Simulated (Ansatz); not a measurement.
Basis-set series for AlClFHZn. Charge 0, multiplicity 1. The bonds changed during the relaxation, so this is another structure than the one it started from. The structure was optimised at the PBE0-D4/def2-TZVP level.

```
atom   x (Å)   y (Å)   z (Å)
  F1   0.446  -1.038  -1.351
 Al2   0.156   0.259  -0.371
 Cl3   1.694   0.805   0.953
 Zn4  -1.314  -1.301   1.512
  H5  -0.981   1.275  -0.743
```

```json
{"functional": "PBE0-D4", "basis": "def2-SVP", "functions": "86", "energy (Eh)": "-2581.43975", "HOMO (eV)": "-7.32", "LUMO (eV)": "-2.08"}
{"functional": "PBE0-D4", "basis": "def2-TZVPP", "functions": "193", "energy (Eh)": "-2582.07483", "HOMO (eV)": "-7.57", "LUMO (eV)": "-2.31"}
{"functional": "ωB97M-V", "basis": "def2-SVP", "functions": "86", "energy (Eh)": "-2581.89030", "HOMO (eV)": "-9.32", "LUMO (eV)": "-0.30"}
{"functional": "ωB97M-V", "basis": "def2-TZVPP", "functions": "193", "energy (Eh)": "-2582.52496", "HOMO (eV)": "-9.59", "LUMO (eV)": "-0.57"}
```

(1) Give the rows for def2-QZVPP. (Estimate.)

## Answers

(1) The calculation gave: 
```tsv
functional	basis	functions	energy (Eh)	HOMO (eV)	LUMO (eV)
PBE0-D4	def2-QZVPP	327	-2582.14383	-7.57	-2.34
ωB97M-V	def2-QZVPP	327	-2582.59136	-9.60	-0.67
```

Scalar relativity is left out up to krypton.

All numbers were calculated with Ansatz.
